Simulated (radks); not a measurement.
The numbers below are computed, except where a source is named.
The nuclear charge of neutral niobium is varied continuously with 41 electrons held in [Kr] 4d4 5s1. Level of theory: Dirac Kohn-Sham, LDA (Slater exchange, Perdew-Wang correlation), spin-unpolarised, spherical densities, finite nucleus; open shells fill j = l - 1/2 first; Fermi nuclear charge, rms radius 4.324 fm (a radial shooting solver on a logarithmic mesh with Libxc functionals). By the Hellmann-Feynman theorem dE/dZ = E(electron-nucleus)/Z, the electronic potential at the nucleus (averaged over a nucleus of fixed radius).

Z      E (hartree)  E(electron-nucleus)/Z (hartree)   HOMO  e(HOMO) (eV)  <r> HOMO (bohr)
40.75  -3760.02719                         -222.978  4d3/2        -1.412            2.380
41     -3816.00894                         -224.875  4d3/2        -3.229            2.207
41.25  -3872.46429                         -226.767  4d3/2        -5.328            2.072
41.5   -3929.39225                         -228.656  5s1/2        -7.433            3.373
41.75  -3986.79218                         -230.543  5s1/2        -9.279            3.239
42     -4044.66363                         -232.428  5s1/2       -11.252            3.118

The central difference of E at Z = 41 is -224.874 hartree, to compare with the third column; the second derivative is -7.58 hartree.
